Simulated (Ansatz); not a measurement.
Input file for Ansatz (an electronic-structure program): R-wB97M-V/def2-TZVPP on AlCl3 (SMILES [Cl][Al]([Cl])[Cl]).

Ansatz 0.2 input:
```yaml
crystal:
  periodic: [false, false, false]
  atoms:
    - {symbol: Al, position_ang: [-0.00003860, -0.00000000, -0.00000000]}
    - {symbol: Cl, position_ang: [2.08457675, 0.00000000, 0.00000000]}
    - {symbol: Cl, position_ang: [-1.04226907, 1.80537091, 0.00000000]}
    - {symbol: Cl, position_ang: [-1.04226907, -1.80537091, 0.00000000]}
basis:
  gaussian:
    orbitals: def2-TZVPP
hamiltonian:
  xc: {name: wB97M-V}
scf: {lower_state_search: off}
```

Output:

```
WARN ansatz: RAYON_NUM_THREADS=4 ignored (pool sized by the plan → 4); use --threads N
Functional definition: wB97M-V
these checks for a lower state are left out or cut short: stability, starts, cluster_reference, orbital_swaps, neighbouring_geometries, increment
integrals: 0.15 GiB planned
1202 factors; their error is unknown
integrals: 0.18 GiB planned
184 factors; integrals over basis functions are off by at most 3.9e-5 eV
mean field: 1.09 GiB planned
mean field evaluation 1: about -44168.8343 eV, gradient 2.0e1 eV
mean field evaluation 2: about -44169.4702 eV, gradient 1.7e1 eV
mean field evaluation 4: about -44170.0050 eV, gradient 5.1e-1 eV
mean field evaluation 8: about -44170.0655 eV, gradient 6.5e-2 eV
mean field evaluation 16: about -44170.0656 eV, gradient 4.8e-6 eV
mean field -44170.06555105 eV, -1623.2199694555 hartree, gradient 4.8e-6 eV, S^2 0.000000; 0 other end points of the search recorded, 0 dependent functions left out
reference -44170.06559260 eV, -1623.2199709822 hartree; 32, 32 occupied and 136, 136 virtual orbitals, 1202 factors
Total energy: -44170.06559260 eV, -1623.2199709822 hartree
Checks for a lower state left out: stability, starts, cluster_reference, orbital_swaps, neighbouring_geometries, increment
```

The calculation finished and met its thresholds.

Cost: about 6 core-seconds (a rough figure).
